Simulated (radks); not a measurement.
Charge is removed step by step from the 5s level of Eu, starting from [Xe] 4f7 6s2. Calculated with a radial shooting solver on a logarithmic mesh with Libxc functionals: scalar-relativistic Kohn-Sham, LDA (Slater exchange, Perdew-Wang correlation), spin-unpolarised, spherical densities, finite nucleus; Fermi nuclear charge, rms radius 5.1115 fm. At the starting occupation the eigenvalue is -44.788 eV. Estimate the energy to remove one whole electron from this level, the eigenvalue at the end, and how far E(n) bends from a straight line.

Answer. Delta-SCF 50.385 eV; final eigenvalue -56.363 eV; the deviation from the straight line is -1.451 eV at 0.5 electron removed, the largest on the grid computed. Slater's transition state (half an electron removed) gives 50.341 eV. Integrating minus the eigenvalue over the occupation (Janak's theorem) gives 50.418 eV. In this scalar-relativistic scheme the density is built from large components alone, so the theorem holds only approximately. The mean slope of the eigenvalue, de/dn, is 11.6 eV per electron.
